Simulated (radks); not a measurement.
Values are calculated unless marked as measured or tabulated.
Problem. Species: P+. Configuration: [Ne] 3s2 3p2. Code: a radial shooting solver on a logarithmic mesh with Libxc functionals. Model: Dirac Kohn-Sham, PBEsol, spin-unpolarised, spherical densities, point nucleus; open shells are shared between the two j in proportion to 2j + 1; speed of light set to 205.554 atomic units (1.5 times the physical value, a model run). Some entries of the table are withheld. Estimate them.

| orbital | occ. | eigenvalue (hartree) | <1/r> (bohr^-1) | <r^2> (bohr^2) |
|---|---|---|---|---|
| 1s1/2 | 2 | -76.71418 | 14.58 | (1) |
| 2s1/2 | 2 | -6.74959 | 2.812 | 0.3240 |
| 2p1/2 | 2 | -4.97008 | 2.712 | 0.2953 |
| 2p3/2 | 4 | -4.95516 | 2.705 | 0.2964 |
| 3s1/2 | 2 | (2) | 0.7492 | 3.839 |
| 3p1/2 | 0.666667 | (3) | 0.6307 | 5.343 |
| 3p3/2 | 1.33333 | (4) | 0.6297 | 5.358 |

Solution. 
(1) 1s1/2 <r^2> (bohr^2): 0.01453
(2) 3s1/2 eigenvalue (hartree): -0.85193
(3) 3p1/2 eigenvalue (hartree): -0.52207
(4) 3p3/2 eigenvalue (hartree): -0.52100
